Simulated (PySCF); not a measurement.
Species: C5H3S2 (charge +1).
InChI=1S/C5H3S2/c1-2-5-3-6-4-7-5/h1,3-4H/q+1

The calculation used PBE0-D3(BJ)/def2-SVP geometry optimisation, gas phase in PySCF.

Take the most abundant isotopes and a rigid rotor. 

Question: Give the principal moments of inertia and the rotational constants in GHz.

Answer: Ia = 120.13, Ib = 357.46, Ic = 477.59 u·Å²; 505379 MHz·u·Å²/I gives 4207, 1414 and 1058 MHz, that is A = 4.2070, B = 1.4138, C = 1.0582 GHz.

Question: What kind of rotor is it?

Answer: An asymmetric top. Ray's parameter κ = (2B − A − C)/(A − C) = -0.774; −1 is the prolate and +1 the oblate limit.

Question: Is it planar, by Δ = Ic − Ia − Ib?

Answer: Planar: Δ = Ic − Ia − Ib = 0.00 u·Å². For a rigid frame Δ = −2 Σ m c², so it vanishes when all atoms lie in the ab plane; here none is more than 0.01 Å from it.

Question: Where do the levels up to J = 2 lie, in K?

Answer: Above 0(0,0), as E/k:
J = 1: 1(0,1) 0.119, 1(1,1) 0.253, 1(1,0) 0.270
J = 2: 2(0,2) 0.354, 2(1,2) 0.473, 2(1,1) 0.524, 2(2,1) 0.926, 2(2,0) 0.928
The levels of one J sum to (2J + 1)J(J + 1)(A + B + C)/3.

Question: Which types of transition are allowed, and where do some lines up to J = 4 fall?

Answer: The dipole components (about the centre of mass, as the species is charged) are |μa| = 0.79 D, |μb| = 0.06 D, |μc| = 0.00 D; the mirror of this Cs structure is the ab plane, so μc vanishes by symmetry (the 0.01 D computed is a residue) and there are no c-type lines. Intensities carry the squares of the components, which stand as 1.00 : 0.00 (a : b). Some lines, for components of 0.1 D or more:

| type | branch | J(Ka,Kc) | MHz | lower level (cm⁻¹) |
| --- | --- | --- | --- | --- |
| a | Q | 2(1,1) ← 2(1,2) | 1067 | 0.329 |
| a | R | 1(0,1) ← 0(0,0) | 2472 | 0.000 |
| a | R | 2(1,2) ← 1(1,1) | 4588 | 0.176 |
| a | R | 2(0,2) ← 1(0,1) | 4912 | 0.082 |
| a | R | 2(1,1) ← 1(1,0) | 5300 | 0.187 |
| a | R | 3(1,3) ← 2(1,2) | 6863 | 0.329 |
| a | R | 3(0,3) ← 2(0,2) | 7290 | 0.246 |
| a | R | 3(2,2) ← 2(2,1) | 7416 | 0.644 |
| a | R | 3(1,2) ← 2(1,1) | 7928 | 0.364 |
| a | R | 4(0,4) ← 3(0,3) | 9584 | 0.489 |
| a | R | 4(2,3) ← 3(2,2) | 9863 | 0.891 |
| a | R | 4(3,1) ← 3(3,0) | 9957 | 1.387 |
| a | R | 4(1,3) ← 3(1,2) | 10530 | 0.629 |

Whether it is a minimum is left open (no frequencies). No vibrational averaging or centrifugal distortion is included, and the geometry carries the error of its method.
